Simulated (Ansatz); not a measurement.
Cl$_{2}$H$_{2}$O$_{2}$Ti (`[OH][Ti]([OH])([Cl])[Cl]`), relaxed with RKS PBE0-D4/def2-TZVP in Ansatz from a PBE-D4/def2-SVP geometry. The force threshold is 0.005 eV/Å; the program also tests the step.

Charge 0, multiplicity 1.

Start:

```xyz
7

O     0.020   -1.461   -0.136
Ti   -0.239    0.272    0.084
O     1.278    1.124   -0.268
Cl   -1.840    0.940   -1.286
Cl   -0.855    0.639    2.176
H    -0.509   -2.274   -0.049
H     2.145    0.759   -0.520
```

(1) How much energy does the relaxation release, and in how many steps? (An estimate is asked.)

(2) Which bonds change most? (Best estimate.)

(3) Give the relaxed structure. (Best estimate.)

## Answers

(1) Ansatz gave: 1.61 kJ/mol, in 7 steps.

(2) The calculation gave: O1–H6 from 0.973 to 0.958 Å; O3–H7 from 0.975 to 0.959 Å; Ti2–Cl5 from 2.211 to 2.199 Å; Ti2–Cl4 from 2.211 to 2.199 Å.

(3) Ansatz gave: 
```xyz
7

O    -0.017   -1.467   -0.122
Ti   -0.243    0.264    0.091
O     1.277    1.094   -0.264
Cl   -1.823    0.957   -1.272
Cl   -0.859    0.661    2.164
H    -0.482   -2.303   -0.064
H     2.148    0.795   -0.532
```
